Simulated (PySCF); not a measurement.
1-chloro-2-methylprop-1-ene (C₄H₇Cl), SMILES C(=C(C)C)Cl. Coordinates come from a PBE-D3(BJ)/def2-SVP optimisation.

Task: Give the equilibrium geometry at PBE-D3(BJ)/def2-SVP (PySCF confirms it by a frequency run) as a Z-matrix, and its point group. (The exact figures need the calculation; the answer reports its results.)

Result: point group Cs.
```
C
C 1 1.3509
H 2 1.1004 1 122.61
C 1 1.5014 2 123.88 3 180.00
H 4 1.1054 1 111.90 2 0.00
H 4 1.1115 5 108.59 1 122.37
H 4 1.1115 5 108.59 6 115.25
C 1 1.5067 2 119.28 3 0.00
H 8 1.1073 1 112.40 2 0.00
H 8 1.1118 9 108.12 1 -122.60
H 8 1.1118 9 108.12 10 -114.80
Cl 2 1.7436 3 112.72 1 180.00
```
Charge 0, spin multiplicity 1.
